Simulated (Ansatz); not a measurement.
H6OSn2, SMILES [SnH3][O][SnH3].

Coordinates come from a PBE0-D3(BJ)/def2-SVP optimisation. The geometry has at least one imaginary mode, so it is a saddle point at that level. The def2 effective core potentials stand for the cores of Sn; spin–orbit coupling is left out.

Two levels are set side by side: PBE/def2-TZVPD (Ansatz, a quantum-chemistry and plane-wave program) and CAM-B3LYP/def2-TZVPD (Ansatz). Energy differences of separate SCF runs at the same geometry; the states with an electron removed or added have multiplicity 2 and 2. Differences are taken from unrounded values.

```csv
quantity,CAM-B3LYP,PBE,PBE minus CAM-B3LYP
vertical ionisation energy (eV),9.78,9.27,-0.51
vertical singlet–triplet gap (eV),5.09,4.52,-0.57
```
